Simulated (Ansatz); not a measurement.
One elementary step

Start structure (GeSiH4F2, closed shell), relaxed at PBE0-D4/def2-TZVP:

```
8
angstrom
Ge -0.9325 0.0233 0.7664
Si 0.9279 -0.0558 -0.7115
H 2.0461 -0.9324 -0.2936
F 1.5193 1.4109 -0.8989
F 0.4460 -0.5528 -2.1457
H -1.5213 -1.3862 0.9268
H -2.0113 0.9644 0.2138
H -0.4743 0.5285 2.1426
```

The step: GeSiH₄F₂ ([F][SiH]([F])[GeH3]) → GeH₄ + SiF₂; bonds formed: Ge1–H3; bonds broken: Ge1–Si2, Si2–H3. Computed with Ansatz 0.2.0 (basis: def2-TZVPP and def2-QZVPP); correlated methods freeze the cores. Filled d shells of the heavier atoms are correlated. The def2 sets are not built for correlating such inner shells, so the correlated values are less sure here. Extrapolation: Hartree–Fock as exp(−7.88 √X), correlation as X^−2.97. Energies below are by CCSD(T) at an estimated basis limit (MP2 extrapolated from triple and quadruple zeta, plus CCSD(T) − MP2 in triple zeta).

Task: What are the electronic barrier and the energy of the step, from the start structure to the end structure? (An estimate is asked for; the value comes from the calculation.)

Result: The calculation gives: Barrier 2.882 eV; step energy 1.479 eV (uphill); reverse barrier, their difference, 1.404 eV. Barrier and step energy count from the start structure, the reverse barrier from the end structure.

The saddle point: One imaginary mode of 578i cm⁻¹.
```tsv
pair	start (Å)	saddle (Å)	end (Å)
Ge1–H3	3.30	1.84	1.56
Ge1–Si2	2.38	2.44	3.60
Si2–H3	1.48	1.74	2.35
```

Zero-point energy (harmonic, PBE0-D4): ZPE is 1.038 eV at the start and 0.976 eV at the saddle, so the barrier goes from 2.882 to 2.821 eV.

The T1 diagnostic stays at or below 0.014. The restricted Hartree–Fock reference is unstable towards an unrestricted one at one or more of these structures.

Losses and insertions of silylenes and their heavier kin drive the gas-phase chemistry of silicon and germanium vapour deposition.

Labels in which every atom is bracketed show which atoms are joined, not bond orders.

For scale, one of the runs: CCSD(T)/def2-TZVPP, 208 basis functions, launched by `ansatz run in.yaml --threads 4 --pin off --events-out ev --progress --plain --max-ram 9574MiB`. Hardware: 4 CPU threads of an Arm Neoverse V2, shared host. Wall time 87 s; peak host memory 2.9 GiB.
